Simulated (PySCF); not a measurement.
CH3Si, SMILES C=[SiH], multiplicity 2. Atoms are numbered in the order given.

```xyz
5

C     -0.0571    -1.0956     0.0000
Si     0.1201     0.5996     0.0000
H      0.7776    -1.7854     0.0000
H     -1.0478    -1.5434     0.0000
H     -1.0685     1.5087     0.0000
```
Charge 0, spin multiplicity 2.

Geometry: PBE0-D3(BJ)/def2-TZVP. The isomer is the one that the SMILES or the coordinates give; other isomers of the formula were not compared.

The numbers are results of r2SCAN/def2-TZVPD in PySCF, not measurements.

Gas-phase values at a fixed geometry.

```json
{
 "total_energy": "-329.26225 hartree",
 "point_group": "Cs",
 "α spin, highest occupied and lowest empty level": "-5.88 and -2.12 eV",
 "β spin, highest occupied and lowest empty level": "-5.92 and -3.57 eV",
 "dipole_moment": "0.54 D",
 "quadrupole, principal values (traceless, Buckingham form, about the centre of nuclear charge)": "-2.83, 1.15, 1.68 D·Å",
 "mean_static_polarisability": "48.6 bohr³ (7.20 Å³)",
 "polarisability_principal_values": "41.6, 42.8, 61.2 bohr³",
 "⟨S²⟩": "0.788 (pure state 0.75)"
}
```
